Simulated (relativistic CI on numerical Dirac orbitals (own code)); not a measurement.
Transition arrays of Sm²²⁺

These numbers are calculated, not measured: Dirac-Coulomb-Breit CI, separate exchange-only KLI orbitals for each configuration, model QED, valence Slater integrals scaled by 0.9, whole transition arrays (own radial code, finite nucleus).

CI space (outside the closed core [Ar] 3d10 4s2): 4p6 4d4, 4p6 4d3 4f, 4p5 4d5, 4p6 4d3 5p, 4p6 4d3 5f. Levels of other configurations are missing.

All E1 lines from the levels of 4p6 4d4; mean and standard deviation are weighted by gf, and upper levels are sorted by their leading configuration.

| Upper configuration | Lines | Σgf | Mean (eV) | Mean (nm) | σ (eV) | Strongest line (nm) |
| --- | --- | --- | --- | --- | --- | --- |
| 4p6 4d3 4f | 2799 | 632.6 | 163.43 | 7.586 | 7.63 | 7.458 |
| 4p5 4d5 | 3271 | 626.4 | 166.00 | 7.469 | 10.70 | 7.388 |
| 4p6 4d3 5p | 1718 | 86.0 | 254.73 | 4.867 | 4.27 | 4.833 |
| 4p6 4d3 5f | 2825 | 152.7 | 365.78 | 3.390 | 3.99 | 3.400 |

Σgf per state of the lower configuration in bins of 0.2 nm over the central range (centre: value): 3.3: 0.41, 3.5: 0.32, 4.7: 0.06, 4.9: 0.33, 6.9: 0.06, 7.1: 0.36, 7.3: 1.85, 7.5: 2.66, 7.7: 0.53, 7.9: 0.09, 8.1: 0.04, 8.3: 0.04, 8.5: 0.03, 8.7: 0.06, 8.9: 0.05, 9.1: 0.03.

Task: How do configuration mixing and the scaling of the Slater integrals move the arrays?

Result: Slater scale 0.9, no configuration mixing: 4p6 4d3 4f 154.2 ± 6.6 eV (Σgf 564.8), 4p5 4d5 150.4 ± 15.3 eV (Σgf 586.1), 4p6 4d3 5p 254.9 ± 4.2 eV (Σgf 97.8), 4p6 4d3 5f 365.7 ± 4.0 eV (Σgf 159.4); Slater scale 1: 4p6 4d3 4f 166.1 ± 7.8 eV (Σgf 611.0), 4p5 4d5 169.0 ± 10.4 eV (Σgf 671.6), 4p6 4d3 5p 254.8 ± 4.5 eV (Σgf 84.4), 4p6 4d3 5f 365.8 ± 4.2 eV (Σgf 152.5); Slater scale 0.8: 4p6 4d3 4f 160.4 ± 7.5 eV (Σgf 590.5), 4p5 4d5 163.1 ± 10.6 eV (Σgf 645.1), 4p6 4d3 5p 254.7 ± 4.1 eV (Σgf 87.5), 4p6 4d3 5f 365.7 ± 3.8 eV (Σgf 153.0). With mixing, levels are counted to their leading configuration, so an array can shrink or vanish into another, and the sums then hold other lines.
